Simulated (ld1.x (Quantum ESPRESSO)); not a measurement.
# Configuration tests for calcium (Ca) (TM)

Ca, norm-conserving Troullier–Martins (Kleinman–Bylander form), made with ld1.x (Quantum ESPRESSO) 7.5 (PBE, non-relativistic). Core [Ne], reference 3s2 3p6 3d0 4s0 4p0 (charge +2). Waves: 3s (bound): rc 1.20 bohr; 3p (bound): rc 1.45 bohr; 3d (bound, empty): rc 2.75 bohr. Local part: all-electron potential smoothed inside 1.60 bohr (lloc = -1). Core correction: a·sin(br)/r model core inside 1.05 bohr.

Energies are relative to the spin-unpolarised reference configuration 3s2 3p6 3d0 4s0 4p0; without spin polarisation the order of configurations can differ from experiment.

```json
{"valence configuration": "3s2 3p6 3d0 4s2 4p0", "charge": "0", "ΔE all-electron (eV)": "-18.060", "error AE − PS (meV)": "-40"}
{"valence configuration": "3s2 3p6 3d0 4s1 4p0", "charge": "+1", "ΔE all-electron (eV)": "-11.773", "error AE − PS (meV)": "-29"}
{"valence configuration": "3s2 3p6 3d0 4s1 4p1", "charge": "0", "ΔE all-electron (eV)": "-15.669", "error AE − PS (meV)": "-9.5"}
{"valence configuration": "3s1 3p6 3d0 4s2 4p0", "charge": "+1", "ΔE all-electron (eV)": "35.739", "error AE − PS (meV)": "-86"}
{"valence configuration": "3s2 3p6 3d1 4s1 4p0", "charge": "0", "ΔE all-electron (eV)": "-15.873", "error AE − PS (meV)": "+25"}
```

(1) What are ΔE and the potential's error for 3s2 3p6 3d0 4s1.5 4p0?

(2) What are ΔE and the potential's error for 3s2 3p5 3d0 4s2 4p0?

Levels in the configuration 3s2 3p6 3d1 4s1 4p0:

```json
{"level": "3s", "all-electron (eV)": "-44.289", "pseudo (eV)": "-44.341"}
{"level": "3p", "all-electron (eV)": "-25.812", "pseudo (eV)": "-25.842"}
{"level": "3d", "all-electron (eV)": "-0.785", "pseudo (eV)": "-0.801"}
{"level": "4s", "all-electron (eV)": "-3.269", "pseudo (eV)": "-3.225"}
```

Results:

(1) ΔE = -15.565 eV all-electron; the error (AE − PS) is -36 meV.

(2) ΔE = 16.659 eV all-electron; the error (AE − PS) is -85 meV.
